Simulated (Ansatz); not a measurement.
Basis-set series for CH$_{6}$MoN$_{2}$O$_{2}$, SMILES `C[N]=[Mo]([NH2])(=[O])[OH]`. The species carries charge 0 and has multiplicity 1. Mo: def2 effective core potential. All single points use the PBE0-D4/def2-TZVP geometry. It is one conformer, not always the lowest.

```csv
functional,basis,functions,energy (Eh),HOMO (eV),LUMO (eV)
PBE0-D4,def2-SVP,131,-369.41976,-7.32,-1.11
PBE0-D4,def2-QZVPP,546,-369.82706,-7.44,-1.24
ωB97M-V,def2-SVP,131,-369.53691,-9.59,1.00
ωB97M-V,def2-QZVPP,546,-369.95551,-9.72,0.43
```

Problem. Give the rows for def2-TZVPP. (Estimate.)

Solution. Computed: 
```tsv
functional	basis	functions	energy (Eh)	HOMO (eV)	LUMO (eV)
PBE0-D4	def2-TZVPP	295	-369.80579	-7.40	-1.21
ωB97M-V	def2-TZVPP	295	-369.93487	-9.68	0.87
```

Positive LUMOs are unbound and depend on the basis.
